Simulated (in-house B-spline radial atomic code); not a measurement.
**Ionising Sm3+ with different functionals**

Computed with a radial B-spline atomic code at the basis-set limit: four-component Dirac-Coulomb Hamiltonian, Fermi nucleus of rms radius 5.0819 fm, spin-restricted, spherical fractional occupations for the functionals, and exact exchange of hybrids averaged over the configuration. The ionisation energy is the difference of two self-consistent energies, [Xe] 4f5 → [Xe] 4f4, without Breit or QED terms; ε is the level of the shell that loses the electron (mean over j). The electron is taken from both j subshells in proportion to 2j + 1, so the result is a j average, not the step between ground levels.

| method | rung | ΔSCF (eV) | -ε(4f) (eV) |
| --- | --- | --- | --- |
| B97-1 | global hybrid | 41.37 | 34.68 |
| PBE0 | global hybrid | 41.34 | 35.20 |
| wB97X | range-separated hybrid | ? | ? |
| HSE06 | range-separated hybrid | ? | ? |

Question: What does wB97X give?

Answer: ΔSCF 41.24 eV, and -ε(4f) = 37.49 eV.

Question: What does HSE06 give?

Answer: ΔSCF 41.28 eV, and -ε(4f) = 34.73 eV.

Question: Among the functionals, which spreads more, the ΔSCF values or the orbital energies?

Answer: The orbital energies: ΔSCF values span about 0.14 eV and the orbital energies 2.80 eV; here energy differences depend much less on the functional than eigenvalues do.

Question: How do they compare with the NIST value?

Answer: NIST lists 41.6 eV ± 0.11 (semi-empirical, ground level to ground level). Errors run from -0.40 to -0.27 eV; B97-1 is closest (-0.27 eV), though others lie within the uncertainty of it, and part of that can be cancellation, since the calculations leave out Breit-QED terms, spin polarisation, the choice among j levels, multiplet and fine-structure energies.
